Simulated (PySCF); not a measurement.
Method: PBE-D3(BJ)/def2-TZVP // B3LYP-D3(BJ)/def2-TZVP (PySCF 2.14.0). All species are isolated molecules in the gas phase. Excitations are Tamm–Dancoff values on a coarser integration grid. The basis has no diffuse functions, so Rydberg states are missing or too high.

Reference species (SMILES): `[Br][Al]([Br])[Br]` (neutral, multiplicity 1).

- S1 excitation (TDA): 5.04 eV
- S1–T1 gap (TDA): 0.24 eV

Changed species: `[Br][AlH][Br]` (1 of 3 Br replaced by H; the reference has 0 of 3 Br replaced by H).

### Question
Predict the effect on the S1 excitation (TDA) and S1–T1 gap (TDA).

### Answer
the S1 excitation (TDA) decreases by 0.04 eV, to 5.00 eV; the S1–T1 gap (TDA) decreases by 0.13 eV, to 0.11 eV.
